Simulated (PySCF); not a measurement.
CH2O, SMILES [H]/[O+]=[C-]/[H]. Geometry: ωB97X-D3(BJ)/def2-TZVPD.

TDDFT-PBE/def2-TZVPD (PySCF) puts the lowest singlet excitations at 2.78, 4.42, 5.66, 6.48, 6.52, 7.41 eV.

Problem. What are the lowest excitation roots from ADC(2)/aug-cc-pVDZ in PySCF? (The exact figures need the calculation; the answer reports its results.)

Solution. 3.02, 5.47, 6.34, 7.39, 7.46, 8.15 eV. S1 differs by 0.24 eV (second minus first; roots are paired by order, and the bases may differ).
